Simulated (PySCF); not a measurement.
As⁺: ionisation energy

As⁺ [Ar] 3d10 4s2 4p2 (3P) → As²⁺ [Ar] 3d10 4s2 4p1 (2P), as a difference of total energies. Computed with PySCF 2.14 in def2-TZVP (6s5p4d1f, 48 functions), with the non-relativistic Hamiltonian (point nucleus). Correlated levels: valence: [Ar] 3d10 frozen. The calculations carry no spin-orbit coupling.

```
           method  ionisation energy (eV)  difference from reference (eV)
              UHF                  17.978                          -0.611
              LDA                  18.664                          +0.075
             MN15                  18.642                          +0.053
    MP2 (valence)                  18.353                          -0.236
SCS-MP2 (valence)                  18.278                          -0.311
   CCSD (valence)                  18.382                          -0.207
CCSD(T) (valence)                  18.407                          -0.182
```

Reference: 18.589 eV (measured; NIST Atomic Spectra Database, ionization energies).

These non-relativistic numbers lack the scalar-relativistic shift.

The reference lies between the lowest fine-structure levels, while these numbers refer to the centres of the terms.

Errors of the correlated levels include the incompleteness of this basis and the frozen core.
